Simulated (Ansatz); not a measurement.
Reaction (formal exchange of groups at a B–S bond): `CBSCC` + `N[CH2][GeH3]` → `C[BH][GeH3]` + `CCSCN`

Calculated with Ansatz (gas phase, PBE0-D4/def2-TZVP geometries, no zero-point term in ΔE). CCSD(T)/CBS adds triple-zeta CCSD(T) − MP2 to the extrapolated MP2 energy (def2 sets, frozen cores). Functionals use def2-TZVPP. B3LYP here is the variant with VWN-RPA as its local correlation; programs differ in this. For Ge outer-core shells are correlated without core-valence functions, which leaves a few kJ/mol of doubt a bond. Scalar relativity is left out up to krypton. Each species was taken in one conformer, which may not be the lowest.

```csv
level,ΔE (kcal/mol)
PBE-D4,27.8
B3LYP-D4,28.1
B3LYP,28.7
MP2/def2-TZVPP,30.2
CCSD/def2-TZVPP,28.7
CCSD(T)/def2-TZVPP,29.0
HF/def2-QZVPP,28.4
SCS-MP2/def2-QZVPP,29.3
```

What does CCSD(T)/CBS give? (Best estimate.)

The calculation gave: +28.3 kcal/mol. The listed levels differ from it by -0.5, -0.2, 0.4, 1.9, 0.4, 0.7, 0.1, 1.0 kcal/mol.

Largest T1 diagnostic among the species: 0.012.
